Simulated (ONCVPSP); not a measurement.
**Pseudopotential generation for Tc: ONCV, PBE, scalar-relativistic.**

Tc, optimised norm-conserving Vanderbilt (ONCV), made with ONCVPSP 4.0.1 (PBE, scalar-relativistic). Core [Ar] 3d10, reference 4s2 4p6 4d5 5s2. Waves: 4s+5s: rc 1.85 bohr, ncon 4, nbas 9, qcut 5.1 1/bohr, 2 projectors; 4p: rc 1.70 bohr, ncon 4, nbas 8, qcut 6.5 1/bohr, 2 projectors, debl 3.4 Ha; 4d: rc 1.90 bohr, ncon 4, nbas 8, qcut 7.1 1/bohr, 2 projectors, debl 1.2 Ha; f scattering state at 0.39 Ha: rc 1.70 bohr, ncon 3, nbas 8, qcut 7.6 1/bohr, 2 projectors, debl 2.2 Ha. Local part: polynomial inside 1.50 bohr (lpopt 5, dvloc0 2 Ha). Core correction: Teter function, fcfact 1.5, rcfact 1.4.

Poles of the logarithmic derivatives, all-electron (AE) and pseudo (PS). s: poles at -2.5, 4.5 (AE) and -2.5 (PS) Ha. p: poles at -1.0 (AE) and -1.0 (PS) Ha. d: poles at 0.5 (AE) and 0.5 (PS) Ha. f: poles at 3.0 (AE) and 3.0 (PS) Ha. Test radii: s 1.88, p 1.73, d 1.93, f 1.73 bohr.

- Cutoffs needed: 19 Ha and 22 Ha (the cutoffs (Ha) at which the residual kinetic energy of the hardest occupied pseudo-wave falls to 1 and 0.1 mHa per electron)
- Ghost test: no bound ghost flagged; GHOST(+) flagged for s at 254.6 eV
- Largest excitation error: -12 meV (all-electron minus pseudo) for 4s2 4p6 4d5 5s0, out of 4 test configurations
- rms error of d²Exc/dni dnj: 3.55 mHa without and 0.89 mHa with the model core
